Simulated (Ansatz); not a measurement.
Cost and result for the atomization energy of `O[SiH](O)C[SiH2]Cl` (13 atoms, 12 bonds).

Cartesian coordinates in Å:
```
O 1.079 0.077 -1.827
Si 1.191 0.091 -0.191
O 2.470 -0.839 0.227
C -0.306 -0.660 0.622
Si -1.856 0.350 0.544
Cl -2.197 0.961 -1.412
H 0.300 0.488 -2.211
H 1.376 1.488 0.293
H 3.306 -0.668 -0.209
H -0.076 -0.820 1.683
H -0.485 -1.643 0.174
H -3.060 -0.411 0.952
H -1.741 1.586 1.355
```

Charge 0, multiplicity 1. All single points use the PBE0-D4/def2-TZVP geometry. It is one conformer, not always the lowest. Program: Ansatz. All runs use 2 threads of an AMD EPYC 7R13 on a shared host and a share of an NVIDIA H100 80 GB. Times are those of one run each, without the atoms' runs, and a repeat can differ threefold. Electronic energies, without spin–orbit coupling; frozen cores. CCSD(T)/CBS adds CCSD(T) − MP2 in def2-TZVPP to the MP2 limit, and its time is that of the two runs behind it. T1 = 0.011. B3LYP takes the VWN-RPA correlation (the form of Gaussian; ORCA's B3LYP/G).

CCSD(T)/CBS is a level of theory with its own doubt, some kJ/mol a heavy atom from the limit and from the frozen cores, so smaller differences don't rank the functionals.

```tsv
level	functions	wall time
PBE0-D4/def2-TZVPP	317	1.7 s
B3LYP-D4/def2-TZVPP (with forces)	317	1.9 s
PBE-D4/def2-TZVPP (with forces)	317	2.3 s
r2SCAN-D4/def2-TZVPP (with forces)	317	2.3 s
B2PLYP/def2-TZVPP	317	2.5 s
ωB97X-V/def2-TZVPP	317	2.6 s
ωB97M-V/def2-TZVPP (with forces)	317	3.4 s
MP2/def2-QZVPP	591	4.9 s
CCSD(T)/def2-TZVPP	317	6 s
CCSD(T)/CBS(def2)	–	11 s
```

**Question.** What atomization energy does each give, and how far from CCSD(T)/CBS? (An estimate is asked.)

**Answer.** The calculation gave: 
```csv
level,atomization (kcal/mol),difference from CCSD(T)/CBS,per bond
PBE0-D4/def2-TZVPP,1132.2,-14.6,-1.2
B3LYP-D4/def2-TZVPP (with forces),1134.9,-11.9,-1.0
PBE-D4/def2-TZVPP (with forces),1147.2,0.4,0.0
r2SCAN-D4/def2-TZVPP (with forces),1143.8,-3.0,-0.3
B2PLYP/def2-TZVPP,1125.2,-21.6,-1.8
ωB97X-V/def2-TZVPP,1146.2,-0.6,-0.1
ωB97M-V/def2-TZVPP (with forces),1146.3,-0.5,0.0
MP2/def2-QZVPP,1154.9,8.1,0.7
CCSD(T)/def2-TZVPP,1113.1,-33.7,-2.8
CCSD(T)/CBS(def2),1146.8,0.0,0.0
```

From PBE to PBE0 (25 % exact exchange), in def2-TZVPP and without D4, the atomization energy moves by −13.8 kcal/mol: exact exchange takes away binding that semilocal exchange gives to molecules. In def2-TZVPP, CCSD(T) changes the Hartree–Fock value by +272.1 kcal/mol (the triples alone add +15.5 kcal/mol) and MP2 by +293.8 kcal/mol; breaking electron pairs costs correlation energy, which Hartree–Fock lacks. The D4 term adds +13.5 kcal/mol with B3LYP and +7.2 kcal/mol with PBE0; it sums over pairs of atoms, weighted by their polarisabilities, and B3LYP, whose exchange is more repulsive, gets the larger term.
